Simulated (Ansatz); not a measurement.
Total energies of trimethyl borate (`COB(OC)OC`).

```xyz
16

C     1.588   -1.777    0.321
O     0.285   -1.332    0.011
B     0.000    0.000    0.000
O     0.975    0.907    0.288
C     0.684    2.289    0.278
O    -1.259    0.425   -0.300
C    -2.272   -0.512   -0.599
H     2.320   -1.389   -0.393
H     1.887   -1.461    1.324
H     1.585   -2.866    0.275
H     0.342    2.615   -0.708
H     1.601    2.821    0.532
H    -0.090    2.536    1.009
H    -3.187    0.045   -0.803
H    -2.445   -1.191    0.241
H    -2.013   -1.110   -1.476
```

The species carries charge 0 and has multiplicity 1. All single points use the PBE0-D4/def2-TZVP geometry. It is one conformer, not always the lowest. Basis def2-TZVPP, Ansatz.

RPA on PBE orbitals: Hartree–Fock energy of these orbitals -368.32982 Eh, correlation -2.11685 Eh (frozen core).

```csv
functional,energy without D4 (Eh),D4 term (kJ/mol)
LDA (SPW92),-367.51844,–
revPBE,-370.40482,-96.5
BLYP,-370.41733,-62.6
B97M-V,-370.48031,–
PBE0,-370.11026,-24.0
B3LYP,-370.55050,-44.7
r2SCANh,-370.31466,-8.2
r2SCAN0,-370.28921,-8.9
HSE06 (plane-wave form),-370.09118,-22.2
BHLYP,-370.34325,-31.0
CAM-B3LYP,-370.38661,-24.0
LC-ωPBE,-370.31034,–
ωB97X-V,-370.42080,–
B2PLYP,-370.25431,–
```

Task: Give the same for PBE, r2SCAN, ωB97M-V, PBE-QIDH. (Estimate.)

Result: The calculation gave: 
```
functional  energy without D4 (Eh)  D4 term (kJ/mol)
       PBE              -370.08234             -28.4
    r2SCAN              -370.33267              -7.8
   ωB97M-V              -370.39168                 –
  PBE-QIDH              -370.06301                 –
```

B3LYP takes the VWN-RPA correlation (the form of Gaussian; ORCA's B3LYP/G). HSE06 is the plane-wave form, built on full-range PBE exchange. The double hybrids freeze the cores in their second-order part.

LC-ωPBE has ω = 0.4 bohr⁻¹.
